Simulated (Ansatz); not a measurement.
TiNCl3H2⁺, that is Ti(NH2)Cl3 with one electron fewer. Charge 1, multiplicity 2. Geometry r2SCAN-D4/def2-SVP, that of the neutral singlet; atoms count from 1.

```xyz
7

Ti   -0.478    0.469   -0.003
N     0.793   -0.854   -0.008
H     0.968   -1.490    0.770
H     1.457   -1.007   -0.768
Cl   -2.020   -0.156    1.413
Cl   -1.174    0.692   -2.064
Cl    0.453    2.345    0.660
```

Question: Estimate the Mulliken populations from the PBE0/def2-TZVP orbitals of Ansatz.

Answer: 
| atom | charge (e) | spin (α − β) | d electrons |
| --- | --- | --- | --- |
| Ti1 | 1.10 | -0.21 | 2.22 |
| N2 | -0.42 | 0.81 | – |
| H3 | 0.34 | -0.02 | – |
| H4 | 0.33 | -0.02 | – |
| Cl5 | -0.14 | 0.07 | – |
| Cl6 | -0.13 | 0.11 | – |
| Cl7 | -0.08 | 0.28 | – |
Mulliken values and Mayer orders depend strongly on the basis.

Question: Where does the spin sit?

Answer: Summed by element: Ti -0.21, N 0.81, H -0.04, Cl 0.45, of 1 unpaired in all. Largest on single atoms: N2 0.81, Cl7 0.28, Ti1 -0.21.

Question: And the Mayer bond orders between bonded heavy atoms (over 0.3)?

Answer: Ti1–N2 0.80 (1.83 Å); Ti1–Cl5 1.33 (2.18 Å); Ti1–Cl6 1.31 (2.19 Å); Ti1–Cl7 1.22 (2.20 Å).
